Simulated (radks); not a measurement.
The numbers below are computed, except where a source is named.
Initial-state core-level shifts of neutral gold when its valence configuration changes from [Xe] 4f14 5d10 6s1. Code: a radial shooting solver on a logarithmic mesh with Libxc functionals. Model: scalar-relativistic Kohn-Sham, PBE, spin-polarised, spherical densities, point nucleus; open shells are filled with parallel spins first (spin-orbit coupling, left out, can overturn this in heavy ions). Shifts are changes of the shell-averaged eigenvalues in eV (positive: less bound).

valence	1s	3s	3d	4d
4f13 5d10 6s1 6p1	-17.257	-20.458	-20.273	-17.000
4f14 5d9.5 6s1 6p0.5	-2.497	-2.528	-2.531	-2.526
4f14 5d9.5 6s1.5	-1.464	-1.508	-1.513	-1.501
4f13 5d10 6s2	-15.241	-18.467	-18.286	-15.001
4f14 5d10 6p1	-2.148	-2.117	-2.113	-2.125
4f14 5d9 6s1 6p1	-4.903	-4.971	-4.979	-4.962
4f13.5 5d10 6s1 6p0.5	-8.544	-10.120	-10.027	-8.442
4f14 5d9 6s2	-2.994	-3.084	-3.095	-3.068
4f12.5 5d10 6s1 6p1.5	-26.179	-31.053	-30.775	-25.710
